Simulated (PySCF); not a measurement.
Cartesian coordinates in Å; atom numbers follow the order of the lines, from 1:
```xyz
17

N     0.972   -1.017   -3.240
C     1.314   -0.971   -2.131
Si    1.845   -0.873   -0.374
C     0.546   -1.319    0.872
C     0.792    0.192    0.739
C    -0.278    1.107    0.222
C    -1.677    1.056    0.771
C    -1.408    0.627   -0.640
H     3.290   -1.116   -0.181
H    -0.404   -1.707    0.487
H     0.839   -1.788    1.818
H     1.341    0.614    1.592
H     0.101    2.105   -0.022
H    -2.202    1.998    0.945
H    -1.899    0.274    1.503
H    -1.731    1.274   -1.460
H    -1.478   -0.438   -0.876
```

PySCF 2.14 calculation with PBE0-D3(BJ)/def2-SVP structure and shielding tensors at CAM-B3LYP/pcSseg-1 (GIAO); one conformer, relativity neglected, in vacuum.

δ = σ(ref) − σ, references computed at the same level: 13C and 1H and 29Si against TMS; 15N against NH3.

```csv
atoms,nucleus,count,δ (ppm)
H16,1H,1,0.51
N1,15N,1,?
H9,1H,1,3.23
C6,13C,1,9.2
H17,1H,1,0.23
C4,13C,1,-5.4
H15,1H,1,?
C5,13C,1,12.0
H12,1H,1,1.36
C8,13C,1,1.9
C7,13C,1,4.3
H11,1H,1,?
H14,1H,1,?
H10,1H,1,0.26
Si3,29Si,1,?
C2,13C,1,127.3
H13,1H,1,1.14
```

Task: Fill in the missing shifts.

Result: 
- H14: 0.53 ppm, hydrogen on a three-membered-ring carbon; cyclopropane-type protons are shielded by the ring
- H11: 0.42 ppm, hydrogen on a three-membered-ring carbon; cyclopropane-type protons are shielded by the ring
- H15: 0.28 ppm, hydrogen on a three-membered-ring carbon; cyclopropane-type protons are shielded by the ring
- N1: 378.4 ppm, nitrile nitrogen
- Si3: -138.5 ppm, silicon bonded to 3 C, H, in a 3-membered ring

Shifts are as computed, not scaled to solution data. Of 1313 compounds with measured shifts, 239 miss one by over three times the rms of a fit or turn the order of signals round; such compounds aren't used in these exercises. Experimental scales use liquid or dissolved standards, which lie at an offset from isolated NH3 (liquid NH3: subtract about 20 ppm). Unscaled 15N shifts of sp2 nitrogen come out 20 to 40 ppm too high even then.
